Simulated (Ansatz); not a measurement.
Cost and result for the atomization energy of C5H14FGeNO, SMILES `CC[N](C)[Ge]([CH3])([F])[O]C` (23 atoms, 22 bonds).

```tsv
atom	x (Å)	y (Å)	z (Å)
C1	-1.511	-1.417	-1.599
C2	-1.024	0.011	-1.715
N3	-0.408	0.531	-0.512
C4	-0.031	1.921	-0.644
Ge5	0.556	-0.503	0.635
C6	2.117	-1.453	0.019
F7	-0.546	-1.686	1.292
O8	1.043	0.523	1.984
C9	0.062	1.055	2.850
H10	-2.213	-1.531	-0.772
H11	-0.690	-2.121	-1.434
H12	-2.008	-1.713	-2.525
H13	-1.879	0.659	-1.956
H14	-0.335	0.095	-2.573
H15	0.629	2.099	-1.507
H16	-0.923	2.544	-0.781
H17	0.488	2.269	0.250
H18	1.861	-2.096	-0.823
H19	2.512	-2.063	0.831
H20	2.879	-0.739	-0.297
H21	-0.491	0.264	3.367
H22	0.573	1.669	3.594
H23	-0.661	1.685	2.317
```

The species carries charge 0 and has multiplicity 1. Correlated methods include outer-core shells of Ge, which these sets cover unevenly. Scalar relativity is left out up to krypton. The geometry is a stationary point of PBE0-D4/def2-TZVP. It is one conformer, not always the lowest. Program: Ansatz. All runs use 5 threads of an AMD EPYC 7R13 on a shared host and a share of an NVIDIA H100 80 GB. Times are those of one run each, without the atoms' runs, and a repeat can differ threefold. Electronic energies, without spin–orbit coupling; frozen cores. CCSD(T)/CBS adds CCSD(T) − MP2 in def2-TZVPP to the MP2 limit, and its time is that of the two runs behind it. T1 = 0.011. With those shells the extrapolation isn't a true limit. B3LYP takes the VWN-RPA correlation (the form of Gaussian; ORCA's B3LYP/G). HSE06 is the plane-wave form, built on full-range PBE exchange.

CCSD(T)/CBS is a level of theory with its own doubt, some kJ/mol a heavy atom from the limit and from the frozen cores, so smaller differences don't rank the functionals.

```csv
level,functions,wall time,atomization (kJ/mol),difference from CCSD(T)/CBS,per bond
B97M-V/def2-TZVPP,492,8 s,8827.5,-6.5,-0.3
PBE0-D4/def2-TZVPP,492,8 s,8837.0,3.0,0.1
BLYP-D4/def2-TZVPP,492,11 s,8792.8,-41.2,-1.9
revPBE-D4/def2-TZVPP,492,11 s,8768.8,-65.2,-3.0
B3LYP-D4/def2-TZVPP (with forces),492,12 s,8814.3,-19.7,-0.9
LDA (SPW92)/def2-TZVPP,492,12 s,10092.2,1258.2,57.2
CCSD(T)/def2-SVP,214,13 s,8401.9,-432.1,-19.6
r2SCANh-D4/def2-TZVPP,492,14 s,8779.6,-54.4,-2.5
HSE06-D4/def2-TZVPP,492,16 s,8841.9,7.9,0.4
ωB97X-V/def2-TZVPP,492,21 s,8849.2,15.2,0.7
MP2/def2-QZVPP,965,25 s,8872.8,38.8,1.8
CCSD(T)/def2-TZVPP,492,60 s,8634.0,-200.0,-9.1
CCSD(T)/CBS(def2),–,85 s,8834.0,0.0,0.0
```

From PBE to PBE0 (25 % exact exchange), in def2-TZVPP and without D4, the atomization energy moves by −135.9 kJ/mol: exact exchange takes away binding that semilocal exchange gives to molecules. At CCSD(T), def2-SVP lies −432.1 kJ/mol from the extrapolated value and def2-TZVPP −200.0 kJ/mol: correlation converges slowly with the basis, and small sets miss more of it in the bonded molecule than in its fragments. The D4 term adds +90.1 kJ/mol with B3LYP and +49.1 kJ/mol with PBE0; it sums over pairs of atoms, weighted by their polarisabilities, and B3LYP, whose exchange is more repulsive, gets the larger term.
